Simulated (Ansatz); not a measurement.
Cs4H3⁺. Charge 1, multiplicity 3. Geometry PBE0-D4/def2-TZVP, that of the neutral doublet; atoms count from 1.

Cartesian coordinates in Å:
```
Cs -3.904 -0.150 -0.798
Cs 1.334 0.672 -2.266
Cs -0.301 -0.699 1.632
Cs 4.957 0.653 0.576
H -3.128 -0.641 1.700
H -1.152 -0.029 -1.218
H 2.195 0.193 0.373
```

In the def2 sets Cs takes a core potential; there is no spin–orbit coupling. At PBE0-D4/def2-TZVP a singlet of charge 1 lies 2.59 eV below the triplet at the same geometry. The structure comes from a short search, and lower isomers may exist.

**Question.** Estimate the Mulliken populations from the PBE0/def2-TZVP orbitals of Ansatz.

**Answer.** 
```
atom  charge (e)  spin (α − β)
 Cs1        0.64          0.03
 Cs2        0.73          0.28
 Cs3        0.84         -0.15
 Cs4        0.15          0.80
  H5       -0.22          0.63
  H6       -0.67          0.03
  H7       -0.47          0.39
```
Mulliken values and Mayer orders depend strongly on the basis.

**Question.** Where does the spin sit?

**Answer.** Summed by element: Cs 0.95, H 1.05, of 2 unpaired in all. Largest on single atoms: Cs4 0.80, H5 0.63, H7 0.39.

**Question.** And the Mayer bond orders between bonded heavy atoms (over 0.3)?

**Answer.** Cs2–Cs4 0.42 (4.60 Å).
